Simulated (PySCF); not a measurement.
Species: C5H3F3P2.
Bonds: F1–C2, C2–F3, C2–F4, C2–C5, C5–C6 (aromatic), C6–C7 (aromatic), C7–P8 (aromatic), P8–C9 (aromatic), C9–P10 (aromatic), C5–P10 (aromatic). Hydrogens: H11 on C6; H12 on C7; H13 on C9.

NICS is the negative of the GIAO shielding at a point without a nucleus: at the ring centre (0) and 1 Å above and below it (1); zz is the component along the ring normal. Level: GIAO PBE0/pcSseg-1 (PySCF, non-relativistic, gas phase) on the GFN2-xTB geometry, one conformer.

Ring bond lengths (Å), with Mayer bond orders in brackets: C5–C6 1.388 (1.35), C6–C7 1.377 (1.49), C7–P8 1.738 (1.30), P8–C9 1.729 (1.32), C9–P10 1.728 (1.30), P10–C5 1.744 (1.29).

What do the NICS probes read (ppm)?

```json
{"ring": "C5–C6–C7–P8–C9–P10", "type": "6-membered ring with 2 P; formal bonds all aromatic", "NICS(0)": "-6.7", "NICS(1), two faces": "-10.2 / -10.2", "NICS(1)zz, two faces": "-24.9 / -24.9", "rms pucker (Å)": "0.00", "centre to ring atoms, mean (Å)": "1.60"}
```

What do they say, and how far can they be read as aromaticity?

- C5–C6–C7–P8–C9–P10: mean NICS(1)zz -24.9 ppm, shielded.

What does the geometric index give? HOMA = 1 − mean of α(R − Ropt)² over the ring bonds, with Krygowski's 1993 parameters (CC: Ropt 1.388 Å, α 257.7 Å⁻²; CP: Ropt 1.698 Å, α 118.91 Å⁻²).

- C5–C6–C7–P8–C9–P10: HOMA 0.88; the largest term is that of P10–C5, α(R − Ropt)² = 0.25.

What field does 7.05 T along the ring normal induce along that normal at the first NICS(1) probe listed for ring C5–C6–C7–P8–C9–P10, 1 Å off the ring?

NICSzz × B0 = -24.9 ppm × 7.05 T = -176 μT, against the applied field.

List the ring angles and the Hirshfeld charges of the ring atoms.

- C5–C6–C7–P8–C9–P10: C5 129.1° (-0.096 e), C6 126.2° (-0.031 e), C7 127.9° (-0.096 e), P8 102.7° (+0.139 e), C9 132.7° (-0.167 e), P10 101.4° (+0.134 e); sum 720.0° against 720° for a flat convex ring.

What are the shieldings of the ring atoms and their hydrogens in the same run (means over atoms taken as equivalent)?

```tsv
atoms	environment	σ isotropic (ppm)
C5	substituted aromatic carbon	20.5
C6	aromatic CH carbon	48.5
C7	aromatic CH carbon	24.4
P8	phosphorus bonded to 2 C	34.4
C9	aromatic CH carbon	-8.8
P10	phosphorus bonded to 2 C	61.0
H11	aromatic hydrogen	22.93
H12	aromatic hydrogen	22.11
H13	aromatic hydrogen	20.60
```

On one thread of an Arm Neoverse V1, no GPU, on a shared host, this took 38 s of wall time (grids of density and orbitals included) and 0.87 GiB of memory at its peak. This is the whole shielding run at PBE0/pcSseg-1, SCF included.

Conformer computed: `[F:1][C:2]([F:3])([F:4])[c:5]1[cH:6][cH:7][p:8][cH:9][p:10]1`: F1–C2–C5–C6 -61°.
